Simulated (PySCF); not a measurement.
## Hg²⁺: excitation energy

Hg²⁺ [Xe] 4f14 5d10 (1S) → Hg²⁺ [Xe] 4f14 5d9 6s1 (3D), as a difference of total energies. All numbers are calculated (PySCF 2.14, a scalar-relativistic core potential, in def2-QZVPPD with the def2 core potential (60 electrons)). Correlated levels: valence: 5s2 5p6 frozen; valence and next inner shell: nothing frozen outside the core potential. The calculations carry no spin-orbit coupling.

| method | excitation energy (cm⁻¹) |
| --- | --- |
| UHF | 47478 |
| LDA | 44623 |
| PBE | 44967 |
| PBE0 | 46744 |
| r2SCAN | 45190 |
| TPSSh | 45741 |
| M06-L | 50899 |
| BLYP | 44013 |
| B97-3 | 48490 |
| MP2 (valence) | 51095 |
| SCS-MP2 (valence) | 51776 |
| MP2 (valence and next inner shell) | 48163 |
| SCS-MP2 (valence and next inner shell) | 48867 |
